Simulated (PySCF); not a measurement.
Series CXY, Y = fluoro, computed as singlets and as triplets. All species are isolated molecules in the gas phase. One relaxed conformer stands for each flexible species; it need not be the lowest. Strings in code marks are SMILES.

Method: PBE0-D3(BJ)/def2-TZVP run with PySCF. All candidates: neutral, multiplicity 3. 

```yaml
highest_occupied_spin_orbital: -6.53 eV
dipole_moment: 0.89 D
```

Say which member has these values.
A) `F[C]Cl` (excited triplet)
B) `C#C[C]F` (triplet; the order of the spin states depends on the level)
C) `F[C]F` (excited triplet)
D) `F[C][SiH3]` (lower triplet)

D, `F[C][SiH3]` (lower triplet). The others give `F[C]F` (excited triplet): -6.14 eV, 0.35 D; `F[C]Cl` (excited triplet): -6.15 eV, 0.43 D; `C#C[C]F` (triplet; the order of the spin states depends on the level): -6.35 eV, 1.35 D
